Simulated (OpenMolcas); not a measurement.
3d3 ions of rising charge with 6 chloride ligands in octahedral coordination

* Program: OpenMolcas 26.06
* Method: SS-CASPT2, IPEA 0.25 Eh, imaginary shift 0.1 Eh
* Spin-orbit coupling: state interaction with AMFI integrals over the reference wave functions

The d shell is active; CASPT2 correlates the ligand valence shells and the outer metal core. Anionic complexes are neutralised by point charges behind the ligands. Distances were set from a Shannon-type radius of the metal (high-spin where two are listed) plus a fixed donor radius (Cl 1.76 Å). Ligand basis ANO-RCC-VDZP, DKH2 Hamiltonian. States (labels of O, the rotations of Oh). Energies in cm-1 above the lowest state or level, χT in cm3 K/mol. Spin-only χT is S(S+1) / 2 for the spin of the ground state.

```csv
Ion,Shell,R (Å),Metal basis,Outer charge (e at Å behind ligand),Ground state,First state of that spin,First gap with spin-orbit (degeneracies),χT at 300 K,First state of another spin,Spin-only χT
V2+,3d3,2.55,ANO-RCC-VDZP,0.67 at 2.6,4A2,4T2 6150,"6080 (4, 2)",1.839,2E 12750,1.875
Cr3+,3d3,2.38,ANO-RCC-VTZP,0.5 at 2.6,4A2,4T2 12630,"12460 (4, 4)",1.832,2E 12860,1.875
Mn4+,3d3,2.29,ANO-RCC-VDZP,0.33 at 2.8,4A2,4T2 26880,"12380 (4, 4)",1.853,2E 12390,1.875
```

The rows also differ in their metal basis and outer charges, so part of each step comes from that.

χT departs most from the spin-only value for Cr3+, by -0.043 cm3 K/mol.

Roots that are degenerate in the reference are averaged as groups; the widest CASPT2 spread within a group is 990 cm-1 (the 3-fold group of multiplicity 2 near 29900 cm-1 above the lowest state of its run, Mn4+). Shifts and gaps below about the spread of the groups concerned are not significant. Over all roots computed the reference weight is 0.67 to 0.68 in V2+, 0.65 to 0.66 in Cr3+, 0.58 to 0.61 in Mn4+; a low but even weight reflects the number of correlated electrons. Ligand-to-metal charge-transfer states are missing. These CASPT2 states fit no ligand-field parameters well, so their order and spin gaps are uncertain. With no ligand orbital active B as a rule stays too high, so bands that hang on it stand too high and its fall with covalency is understated. With one d shell and no ligand orbital active, 10Dq can be off by tens of per cent for divalent 3d ions, low with halides held by bare charges and at times high in hosts (holds for V2+). Free-ion shares, where given, are those of the reference states; single-state CASPT2 does not remix them (holds for V2+). With one d shell and no ligand orbital active, 10Dq can be off by a tenth or more (holds for Cr3+; Mn4+). The least metal-like active orbital is 68 % on the metal (Löwdin) and no ligand orbital is active, so the numbers are rough (holds for Mn4+). No measured value stands beside these numbers; the geometry is a model, was not optimised and need not be the one that this ion takes.
